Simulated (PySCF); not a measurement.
C₄H₈O₄.
Atom-mapped SMILES: `[CH3:1][O:2][CH2:3][O:4][C:5](=[O:6])[O:7][CH3:8]` (hydrogens: H9, H10, H11 on C1; H12, H13 on C3; H14, H15, H16 on C8)

Geometry (GFN2-xTB, Å), atoms numbered from 1 in this order:
```
atom  x, y, z in Å
C1    -2.6197    1.0954    1.0022
O2    -2.3097   -0.2886    1.0195
C3    -1.3761   -0.6625    0.0948
O4    -0.1010   -0.0930    0.4298
C5     0.9134   -0.4510   -0.3548
O6     0.8341   -1.1813   -1.3014
O7     2.0234    0.1391    0.0808
C8     3.2008   -0.1478   -0.6652
H9    -1.7448    1.6946    1.2643
H10   -2.9842    1.3961    0.0139
H11   -3.4016    1.2375    1.7440
H12   -1.3011   -1.7556    0.1208
H13   -1.6339   -0.3347   -0.9284
H14    3.3800   -1.2238   -0.6972
H15    3.1033    0.2238   -1.6869
H16    4.0096    0.3608   -0.1476
```

Method: PySCF 2.14.0, density-fitted response routines, TDDFT PBE0/def2-SVPD, vertical, gas phase, core orbitals frozen in the response.

Task: What does the calculation give for the low-lying excited states?

Result: 

```tsv
state	E (eV)	λ (nm)	f	main configurations (H = HOMO, L = LUMO)
S1	7.14	173.7	0.0000	H-1→L+1 (77%), H→L+1 (18%)
S2	7.77	159.5	0.010	H→L (85%), H→L+2 (10%)
S3	7.98	155.3	0.019	H-1→L (88%)
S4	8.21	151.1	0.0057	H-2→L (78%), H→L+2 (9%)
S5	8.25	150.3	0.028	H→L+1 (76%), H-1→L+1 (18%)
S6	8.41	147.4	0.024	H-3→L (86%)
```

Triplets (Tamm–Dancoff): T1 6.66 eV, H-1→L+1 (78%), H→L+1 (16%); T2 6.96 eV, H-3→L+1 (85%).

The lowest singlet comes at 174 nm (689 kJ/mol) in the vacuum ultraviolet; it is dark (f under 0.0005); its leading configuration is HOMO-1→LUMO+1 (77%). The most intense listed level is S5 at 8.25 eV (150 nm, f = 0.028), 1.11 eV above S1. Löwdin shares by element: HOMO oxygen 60% or more, carbon 16% or more (atoms not listed hold the other 23%); LUMO carbon 53% (atoms not listed hold the other 47%). Orbital energies (eV): HOMO-3 -9.14, HOMO-2 -8.91, HOMO-1 -8.68, HOMO -8.36, LUMO 0.51, LUMO+1 0.96, LUMO+2 1.01. Weighted by f, the mean energy of these states is 8.18 eV. The listed states span 1.27 eV, and the widest gap between neighbours is 0.63 eV (S1 to S2). Singlets were solved by full linear response, triplets in the Tamm–Dancoff approximation.

One conformer stands for the species.
